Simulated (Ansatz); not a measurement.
Relaxation of CH$_{7}$GeNS (11 atoms, charge 0, multiplicity 1), to a largest force component of 0.02 eV/Å in at most 50 steps.

Computed with Ansatz 0.2.0, RKS B3LYP-D4/def2-SVP.

```xyz
11
Properties=species:S:1:pos:R:3
N -1.019 1.118 -0.143
C 0.346 1.037 -0.475
S 1.209 0.261 0.898
Ge 0.435 -1.749 0.574
H -1.541 1.588 -0.998
H -1.163 1.858 0.633
H 1.969 1.296 1.404
H 0.519 0.453 -1.405
H 0.709 -2.228 -0.812
H 0.948 -2.753 1.635
H -1.189 -1.691 0.765
```

Q: Where does it end, and by what steps?

A: The forces met the threshold. After 24 steps the energy has fallen by 4.753 eV; H10 moved furthest, 1.65 Å. Parted: S3–Ge4 (2.18 → 3.13 Å). Joined: C2–Ge4 (2.98 → 1.99 Å).

```tsv
step	energy less start (eV)	largest force component (eV/Å)	accepted
0	0.0000	3.306	yes
1	-0.7313	1.606	yes
2	-1.2661	2.016	yes
3	-1.9928	2.330	yes
4	-2.9332	1.947	yes
5	-3.7230	1.423	yes
6	-4.1512	1.146	yes
7	-4.3081	1.183	yes
8	-4.3864	1.075	yes
9	-4.4553	0.158	yes
10	-4.4802	0.168	yes
11	-4.5166	0.638	yes
12	-4.5451	1.123	yes
13	-4.6585	0.326	yes
14	-4.7056	0.256	yes
15	-4.7298	0.201	yes
16	-4.7322	0.282	yes
17	-4.7412	0.163	yes
18	-4.7433	0.197	yes
19	-4.7476	0.052	yes
20	-4.7499	0.125	yes
21	-4.7513	0.064	yes
22	-4.7521	0.045	yes
23	-4.7527	0.030	yes
24	-4.7528	0.017	yes
```

```xyz
11
Properties=species:S:1:pos:R:3
N -0.917 0.988 0.293
C 0.257 0.271 -0.127
S 1.882 0.760 0.657
Ge -0.041 -1.672 0.194
H -0.886 1.970 0.013
H -1.016 0.969 1.309
H 1.966 1.991 0.093
H 0.379 0.390 -1.214
H 1.232 -2.487 -0.106
H -0.437 -1.852 1.675
H -1.196 -2.139 -0.712
```

Time of the run: 110 s on 2 threads of Intel(R) Xeon(R) Platinum 8259CL CPU @ 2.50GHz (Skylake/Cascade Lake) (shared host), peak memory 0.3 GiB.
